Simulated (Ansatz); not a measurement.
Species: sum formula H2SiO3Br (charge 0, doublet). It need not be the lowest isomer of its formula. SMILES: Br[Si](O)(O)[O]
Coordinates optimised at B3LYP-D3(BJ)/def2-TZVP (Ansatz, a first-principles code):
```
Si
O 1 1.6186
H 2 0.9612 1 117.71
O 1 1.6186 2 104.19 3 -176.29
H 4 0.9612 1 117.71 2 176.29
O 1 1.6296 2 117.75 3 -43.77
Br 1 2.2472 2 113.18 3 60.34
```
Charge 0, spin multiplicity 2.

Computed values are from Ansatz. Valence correlation only, unless marked. Open shells are spin-unrestricted. Spin-orbit coupling is left out. Frozen are the shells of the preceding noble gas and the d and f shells that filled before the atom's block. No relativistic terms. Basis-set limits of correlation are two-point, X^-3; Hartree-Fock from the larger set. The bracket is a focal-point correction in the basis named.

**Question.** What is the dipole moment at CCSD(T)/def2-SVPD?

**Answer.** 0.15 D.

**Question.** What is the total energy at RI-MP2/CBS(def2-TZVPP,def2-QZVPP)+[CCSD(T)-MP2]/def2-TZVPP?

**Answer.** -3088.5983 Eh.

**Question.** What is the T1 diagnostic at CCSD/def2-TZVPP?

**Answer.** 0.021.

**Question.** What is the atomisation energy De at RI-MP2/CBS(def2-TZVPP,def2-QZVPP)+[CCSD(T)-MP2]/def2-TZVPP?

**Answer.** 630.9 kcal/mol.
